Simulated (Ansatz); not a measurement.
`C[SiH](O)Cl` + H–F → `C[SiH](F)Cl` + H₂O at 700 K and 1 bar (ligand exchange at the Si–O bond).

Computed with Ansatz on PBE0-D4/def2-TZVP structures; ΔE is electronic, products minus reactants. CCSD(T)/CBS adds triple-zeta CCSD(T) − MP2 to the extrapolated MP2 energy (def2 sets, frozen cores). This one scheme is used for every species. One conformer a species, not always the lowest.

```
      species  CCSD(T)/CBS energy (Eh)  H − E (kJ/mol)  S (J/(mol·K))
`C[SiH](O)Cl`               -865.21254           230.4          430.7
          H–F               -100.39570            45.2          198.5
`C[SiH](F)Cl`               -889.24457           194.0          410.2
          H₂O                -76.37941            80.5          218.4
```

H − E and S are ideal-gas, rigid-rotor, harmonic terms from PBE0-D4/def2-TZVP, for one conformer and one mirror image of each species. 1 Eh = 2625.50 kJ/mol, R = 8.31446 J/(mol·K).

By hand: ΔE, ΔH, ΔS and ΔG.

ΔE = (-889.24457) + (-76.37941) − (-865.21254) − (-100.39570) = -0.01574 Eh = -41.3 kJ/mol. Δ(H − E) = 194.0 + 80.5 − 230.4 − 45.2 = -1.1, so ΔH = -42.4 kJ/mol. ΔS = 410.2 + 218.4 − 430.7 − 198.5 = -0.6 J/(mol·K). ΔG = -42.4 − 700 × (-0.6)/1000 = -42.0 kJ/mol.

By hand: the equilibrium constant, and the temperature at which ΔG would vanish if ΔH and ΔS stayed fixed.

log₁₀ K = −ΔG/(RT ln 10) = 3.1. ΔG = 0 at ΔH/ΔS = 70667 K, far beyond where these terms or the molecules hold.

The number of gas molecules stays the same, so ΔS is small and ΔH decides. A doubt of 5 kJ/mol in ΔE shifts log₁₀ K by 0.4 here. Other conformers and mirror images would add mixing entropy, several J/(mol·K) or more a flexible species. These are equilibria of isolated gas molecules and say nothing of rates. Largest T1 diagnostic: 0.010 (customary marks: 0.02 for closed shells, 0.045 for open ones).
